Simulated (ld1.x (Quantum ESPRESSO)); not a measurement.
# Before and after: ultrasoft potential for bismuth (Bi)

- Element: Bi (Z = 83)
- Generator: ld1.x (Quantum ESPRESSO) 7.5
- Type: ultrasoft
- Functional: PBE
- Relativity: scalar-relativistic
- Frozen core: [Xe] 4f14
- Valence charge: 15
- Reference configuration: 5d10 6s2 6p3
- Partial waves: 6s (bound): rcut 1.60, rcutus 2.10 bohr; 6s channel at 2.75 Ry: rcut 1.60, rcutus 2.10 bohr; 6p (bound): rcut 1.50, rcutus 2.10 bohr; 6p channel at 0.2 Ry: rcut 1.50, rcutus 2.10 bohr; 5d (bound): rcut 1.10, rcutus 1.35 bohr; 5d channel at -1.1 Ry: rcut 1.10, rcutus 1.35 bohr
- Local potential: all-electron potential smoothed inside 1.60 bohr (lloc = -1)
- Core correction: a·sin(br)/r model core inside 1.40 bohr
- Augmentation charge: PSQ, radius 0.80 bohr

Change: functional LDA (PZ).

Cutoffs: the cutoffs (Ry, on a coarse ladder) from which the occupation-weighted sum of valence levels, in a spherical-Bessel basis at the reference potential, stays within 10 and 1 mRy of its value at 400 Ry; they do not see the model core or the augmentation charge, which bear on the density cutoff. Errors are all-electron minus pseudo energies relative to the spin-unpolarised reference configuration.

Question: What does the change do?

Answer: The potential gets neither clearly harder nor softer (70 Ry and 110 Ry → 70 Ry and 110 Ry); both files keep a bound ghost (p, s); the number of tests with a reliable result goes from 7 to 9; of the 7 tests that both files solve, the error grows in 2 and shrinks in 1 by more than 15 % and 0.3 meV (median size 20.0 → 41.1 meV).

```tsv
quantity	base	changed
cutoff, loose	70 Ry	70 Ry
cutoff, tight	110 Ry	110 Ry
bound ghosts	s, p	s, p
error for 5d10 6s2 6p2, meV [ΔE 7.91 → 8.15 eV]	-3.4	-3.8
error for 5d10 6s2 6p1, meV [ΔE 23.16 → 23.72 eV]	-9.7	-11
error for 5d10 6s2 6p0, meV [ΔE 46.50 → 47.43 eV]	-20	-24
error for 5d10 6s1 6p0, meV [ΔE 91.91 → 93.35 eV]	+9.7	-50
error for 5d9 6s2 6p3, meV [ΔE 33.32 → 33.45 eV]	-69	-78
error for 5d10 6s0 6p5, meV [ΔE 20.50 → 20.72 eV]	+190	-41
error for 5d9 6s2 6p4, meV [ΔE 24.21 → 24.12 eV]	-64	-67
s: phases at 2.31 bohr within 0.05 rad from the reference energy up to (Ry; the scan ends near 5)	to the end of the scan	to the end of the scan
p: phases at 2.31 bohr within 0.05 rad from the reference energy up to (Ry; the scan ends near 5)	n/a	n/a
d: phases at 2.31 bohr within 0.05 rad from the reference energy up to (Ry; the scan ends near 5)	to the end of the scan	to the end of the scan
lowest overlap eigenvalue by channel	s 0.40, p 0.56, d 0.91	s 0.40, p 0.55, d 0.92
```

 A true bound ghost makes a file unfit for plane-wave use even where its test errors are small: the radial tests pick states by their node count and pass the ghost by.
